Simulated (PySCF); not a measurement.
# From computed data to an observable: chemical shift, span and skew from a shielding tensor

C4H7NSi, SMILES C(=C/C[SiH3])/C#N. Atoms are numbered in the order given.

```xyz
13

N      2.8245     0.5239     0.2733
C      1.9970    -0.2915     0.4553
C      0.9846    -1.2740     0.6673
C     -0.2078    -1.2540     0.0119
C     -0.6517    -0.2175    -0.9572
Si    -1.8147     1.0597    -0.1236
H      1.2076    -2.0691     1.3963
H     -0.9258    -2.0566     0.2539
H      0.2068     0.3467    -1.3779
H     -1.2215    -0.6694    -1.7963
H     -2.2985     2.0381    -1.1581
H     -1.0692     1.7823     0.9606
H     -2.9970     0.3471     0.4747
```

Coordinates come from a PBE-D3(BJ)/def2-SVP optimisation. The structure was generated by enumeration; whether it is a known compound was not checked. One conformer was computed; it need not be the lowest.

GIAO shieldings from PySCF with PBE/pcSseg-1, non-relativistic, no solvent. The symmetric part of the tensor of Si6 has the principal values 364.5, 391.6, 445.5 ppm. The same nucleus in TMS has σ = 335.4 ppm at this level (PySCF, at its B3LYP-D3(BJ)/def2-TZVP geometry).

**Question.** Work out the isotropic shielding, the ²⁹Si shift against TMS, the span and the skew.

**Answer.** 
σ(iso) = (σ11 + σ22 + σ33)/3 = 400.5 ppm. δ = σ(ref) − σ(iso) = 335.4 − (400.5) = -65.1 ppm.
Span Ω = σ33 − σ11 = 81.0 ppm. Skew κ = 3(σ(iso) − σ22)/Ω = 0.33. Tumbling in solution averages the tensor to δ; in a static solid the shielding alone would spread this spin-1/2 line over Ω.
